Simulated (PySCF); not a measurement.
PySCF job for Sn(F)(Cl)2(NH2) (Cl2FH2NSn), SMILES [NH2][Sn]([F])([Cl])[Cl], C-PCM-PBE0/def2-SVP. Coordinates come from a B3LYP-D3(BJ)/def2-SVP optimisation. The structure was generated by enumeration; whether it is a known compound was not checked. The def2 effective core potentials stand for the cores of Sn; spin–orbit coupling is left out. The values are those of a single conformer.

```python
import numpy as np
from pyscf import gto, scf, dft
from pyscf.solvent import pcm

mol = gto.M(
    atom='''
    N     2.16824006   -0.23546537   -0.02050731
    Sn    0.15615198   -0.09515432    0.14690637
    F    -0.53850739   -0.87933159    1.78023829
    Cl   -0.49254164    2.14587082    0.19320680
    Cl   -0.87487986   -1.24591047   -1.60194796
    H     2.63745533    0.23249418    0.75756707
    H     2.46999689   -1.21186182   -0.03287905
    ''',
    basis='def2-SVP',
    ecp={'Sn': 'def2-svp'},
    charge=0,
    spin=0,
    max_memory=1600,
    verbose=3,
)
mf = dft.RKS(mol, xc='pbe0').density_fit(auxbasis='def2-universal-jkfit')
mf.grids.level = 3
mf.conv_tol = 1e-9
mf.max_cycle = 100
mf.kernel()
res = {}
for name, eps in {'water': 78.355, '1-octanol': 9.8629, 'chloroform': 4.7113}.items():
    s = mf.PCM()
    s.with_solvent.method, s.with_solvent.eps, s.with_solvent.lebedev_order = 'C-PCM', eps, 29
    s.kernel(mf.make_rdm1())
    res[name] = (s.e_tot, eps, s.dip_moment(), s.mo_energy, s.converged)
    print(f'{name}: electrostatic solvation free energy {(s.e_tot - mf.e_tot) * 627.509474:.3f} kcal/mol')
```

It prints:

```
converged SCF energy = -1289.74696949733

WARN: PCM is an experimental feature. It is still in testing.
Features and APIs may be changed in the future.

converged SCF energy = -1289.75931330316
Dipole moment(X, Y, Z, Debye):  3.57478, -0.65141,  0.41782
water: electrostatic solvation free energy -7.746 kcal/mol

WARN: PCM is an experimental feature. It is still in testing.
Features and APIs may be changed in the future.

converged SCF energy = -1289.7580791663
Dipole moment(X, Y, Z, Debye):  3.49063, -0.63118,  0.39890
1-octanol: electrostatic solvation free energy -6.971 kcal/mol

WARN: PCM is an experimental feature. It is still in testing.
Features and APIs may be changed in the future.

converged SCF energy = -1289.75657524904
Dipole moment(X, Y, Z, Debye):  3.39057, -0.60719,  0.37653
chloroform: electrostatic solvation free energy -6.028 kcal/mol
```

The calculation finished and met its thresholds.
